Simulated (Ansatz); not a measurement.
**Counterpoise correction, worked out**

The pair of Ag⁺ (SMILES [Ag+], atom 1) and CH5N (SMILES CN, atoms 2–8), both closed shells, in one local arrangement (a lower one may exist), relaxed at PBE0-D4/def2-TZVP:

```csv
atom,x (Å),y (Å),z (Å)
Ag1,0.2313,0.0359,-2.4536
C2,-0.5781,-0.0494,0.5726
N3,0.6114,0.0501,-0.3056
H4,-0.2854,-0.0352,1.6237
H5,-1.1077,-0.9773,0.3651
H6,-1.2446,0.7892,0.3794
H7,1.2496,-0.7130,-0.0967
H8,1.1235,0.8999,-0.0849
```

Computed with Ansatz 0.2.0 (basis: def2-TZVPPD); correlated methods freeze the cores. Filled d shells of the heavier atoms are correlated. Core potentials replace the inner electrons of the atoms past krypton.

MP2 total energies in eV:

| system | geometry | basis functions | energy |
| --- | --- | --- | --- |
| pair | pair | all | -6591.73230 |
| Ag⁺ | as in the pair | all (partner as ghosts) | -3986.48474 |
| CH5N | as in the pair | all (partner as ghosts) | -2603.13604 |
| Ag⁺ | as in the pair | its own | -3986.39973 |
| CH5N | as in the pair | its own | -2603.12107 |
| Ag⁺ | free (PBE0-D4 minimum) | its own | -3986.39973 |
| CH5N | free (PBE0-D4 minimum) | its own | -2603.13821 |

Q: Work out the interaction energy with and without the counterpoise correction, the superposition error, and the binding energy from the relaxed fragments.

A: Without correction: -6591.73230 − (-3986.39973) − (-2603.12107) = -2.21150 eV.
With correction (each fragment in the whole basis): -6591.73230 − (-3986.48474) − (-2603.13604) = -2.11152 eV = -48.69 kcal/mol.
The superposition error is the difference, 0.09998 eV, 5 % of the uncorrected value: each fragment borrows its partner's functions.
Deformation from the free shapes: 0.00000 eV for Ag⁺ and 0.01714 eV for CH5N.
Binding energy from relaxed fragments: -2.11152 + 0.00000 + 0.01714 = -2.09438 eV = -48.30 kcal/mol (electronic, without zero-point energy; negative means bound). For comparison, the corrected interaction energy by CCSD(T) at an estimated basis limit (MP2 extrapolated from triple and quadruple zeta, plus CCSD(T) − MP2 in triple zeta) is -2.172 eV.

T1 diagnostic: at most 0.015.

For scale, one of the runs: CCSD(T)/def2-TZVPPD, 215 basis functions, launched by `ansatz run in.yaml --threads 4 --pin off --events-out ev --progress --plain --max-ram 9574MiB`. Hardware: 4 CPU threads of an Arm Neoverse N1, shared host. Wall time 2.9 min; peak host memory 3.7 GiB.
